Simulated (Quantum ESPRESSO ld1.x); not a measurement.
Values are calculated unless marked as measured or tabulated.
Question: Species: the phosphorus ion P+. Configuration: [Ne] 3s0.5 3p3.5 (fractional occupations, a model configuration). Level of theory: Dirac Kohn-Sham, LDA (Slater exchange, Perdew-Zunger correlation), spin-unpolarised, spherical densities, point nucleus; open shells are shared between the two j in proportion to 2j + 1 (ld1.x of Quantum ESPRESSO 7.5). Some entries of the table are withheld. Estimate them.

orbital     occ.  eigenvalue (Ry)  <r^2> (bohr^2)  <1/r> (bohr^-1)
1s1/2          2         -153.530         0.01453            14.60
2s1/2          2         -13.6615          0.3244            2.816
2p1/2          2              (1)             (2)            2.722
2p3/2          4              (3)             (4)            2.705
3s1/2        0.5         -1.78935           3.731           0.7660
3p1/2    1.16667         -1.11850           5.124           0.6484
3p3/2    2.33333         -1.11327           5.156           0.6459

Answer: 
(1) 2p1/2 eigenvalue (Ry): -10.1316
(2) 2p1/2 <r^2> (bohr^2): 0.2944
(3) 2p3/2 eigenvalue (Ry): -10.0642
(4) 2p3/2 <r^2> (bohr^2): 0.2970
